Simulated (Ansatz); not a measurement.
`[AlH2][SiH3]` + `CC(O)O` → `CC(O)[O][AlH2]` + SiH₄  (cleavage of the Al–Si bond)

Gas-phase electronic energies from Ansatz, PBE0-D4/def2-TZVP geometries. CCSD(T)/CBS is the MP2 limit (def2-TZVPP, def2-QZVPP) plus CCSD(T) − MP2 in def2-TZVPP, frozen cores. This one scheme is used for every species. Functionals use def2-TZVPP. HSE06 is defined as in plane-wave codes. Each species was taken in one conformer, which may not be the lowest.

```csv
level,ΔE (kJ/mol)
PBE-D4,-114.6
B97M-V,-133.4
PBE0-D4,-117.0
PBE-QIDH,-128.3
r2SCANh,-131.1
HSE06,-114.4
LC-ωPBE,-125.4
CCSD/def2-TZVPP,-134.7
```

(1) What does CCSD(T)/CBS give? (Best estimate.)

Largest T1 diagnostic among the species: 0.012.

## Answers

(1) The calculation gave: -133.8 kJ/mol. The listed levels differ from it by 19.2, 0.4, 16.8, 5.5, 2.7, 19.4, 8.4, -0.9 kJ/mol.

Leaving LDA and LC-ωPBE aside and taking each functional with its dispersion term where it has one, the values, not all of them listed here, spread over 28.3 kJ/mol, from CAM-B3LYP-D4 to PBE-D4. LDA lies −6.8 kJ/mol from PBE without D4. From BLYP to BHLYP (50 % exact exchange), in def2-TZVPP and without D4, ΔE moves by −7.9 kJ/mol.
